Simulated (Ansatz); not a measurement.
C2H8GaN can be A, `C[NH][GaH][CH3]`, or B, `CC[NH][GaH2]`.

Isolated molecules relaxed with PBE0-D4/def2-TZVP in Ansatz; ΔE leaves out vibrations. CBS: MP2 limit from def2 TZ/QZ plus the TZ coupled-cluster correction, frozen cores. Functionals use def2-TZVPP. B3LYP here is the variant with VWN-RPA as its local correlation; programs differ in this. For Ga outer-core shells are correlated without core-valence functions, which leaves a few kJ/mol of doubt a bond. Scalar relativity is left out up to krypton. Each species was taken in one conformer, which may not be the lowest.

(1) Which is lower in electronic energy at CCSD(T)/CBS, and by how much? (Best estimate.)

(2) Give E(B) − E(A) in kJ/mol with CCSD(T)/def2-TZVPP, LDA (SPW92), B3LYP-D4, PBE0-D4, B2PLYP, BLYP-D4, CCSD/def2-TZVPP. (An estimate is asked.)

(3) Does the order hold for the free energy at 298.15 K (harmonic terms from PBE0-D4)? (An estimate is asked.)

Largest T1 diagnostic: 0.014.

Answers

(1) Ansatz gave: A, by 27.1 kJ/mol.

(2) The calculation gave: CCSD(T)/def2-TZVPP 24.4, LDA (SPW92) 17.8, B3LYP-D4 23.1, PBE0-D4 22.9, B2PLYP 24.6, BLYP-D4 23.0, CCSD/def2-TZVPP 24.1. None reverses the order clearly.

(3) The calculation gave: Yes: G(B) − G(A) = +31.1 kJ/mol, for one conformer each. Modes under 60 cm⁻¹, often nearly free rotors, make the harmonic entropy too high.

Leaving LDA and LC-ωPBE aside and taking each functional with its dispersion term where it has one, the values, not all of them listed here, spread over 9.8 kJ/mol, from B97M-V to B2PLYP. LDA lies −6.0 kJ/mol from PBE without D4. At CCSD(T), def2-SVP lies −16.0 kJ/mol from the extrapolated value and def2-TZVPP −2.7 kJ/mol.
